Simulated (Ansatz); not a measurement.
`C[SiH2][SiH2]S` + HCl → `C[SiH2][SiH2]Cl` + H₂S at 500 K and 1 bar (ligand exchange at the Si–S bond).

Computed with Ansatz on PBE0-D4/def2-TZVP structures; ΔE is electronic, products minus reactants. CCSD(T)/CBS adds triple-zeta CCSD(T) − MP2 to the extrapolated MP2 energy (def2 sets, frozen cores). This one scheme is used for every species. One conformer a species, not always the lowest.

```
          species  CCSD(T)/CBS energy (Eh)  H − E (kJ/mol)  S (J/(mol·K))
 `C[SiH2][SiH2]S`              -1018.83085           265.7          449.3
              HCl               -460.38127            32.5          201.9
`C[SiH2][SiH2]Cl`              -1080.25285           240.1          431.3
              H₂S               -398.97279            57.0          224.0
```

H − E and S are ideal-gas, rigid-rotor, harmonic terms from PBE0-D4/def2-TZVP, for one conformer and one mirror image of each species. 1 Eh = 2625.50 kJ/mol, R = 8.31446 J/(mol·K).

Task: By hand: ΔE, ΔH, ΔS and ΔG.

Result: ΔE = (-1080.25285) + (-398.97279) − (-1018.83085) − (-460.38127) = -0.01352 Eh = -35.5 kJ/mol. Δ(H − E) = 240.1 + 57.0 − 265.7 − 32.5 = -1.1, so ΔH = -36.6 kJ/mol. ΔS = 431.3 + 224.0 − 449.3 − 201.9 = 4.1 J/(mol·K). ΔG = -36.6 − 500 × (4.1)/1000 = -38.6 kJ/mol.

Task: By hand: the equilibrium constant, and the temperature at which ΔG would vanish if ΔH and ΔS stayed fixed.

Result: log₁₀ K = −ΔG/(RT ln 10) = 4.0. ΔH and −TΔS have one sign here, so there is no such temperature. One of them is within its doubt of zero, so this could turn.

The number of gas molecules stays the same, so ΔS is small and ΔH decides. A doubt of 5 kJ/mol in ΔE shifts log₁₀ K by 0.5 here. Other conformers and mirror images would add mixing entropy, several J/(mol·K) or more a flexible species. Modes under 60 cm⁻¹, often nearly free rotors, make the harmonic entropy too high. These are equilibria of isolated gas molecules and say nothing of rates. Largest T1 diagnostic: 0.011 (customary marks: 0.02 for closed shells, 0.045 for open ones).
